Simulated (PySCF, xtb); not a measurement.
C₃H₄O, SMILES O=C1CC1.

GFN2-xTB in xtb at its own geometry gives an orbital gap of 3.52 eV and a dipole moment of 2.96 D.

Coordinates come from a B3LYP-D3(BJ)/def2-SVP optimisation.

Question: What does r2SCAN/def2-TZVPD (PySCF) give? (Estimate from the structure and the level; the computed values follow.)

Answer: gap 3.87 eV (levels -5.79 and -1.92 eV), dipole 2.96 D.
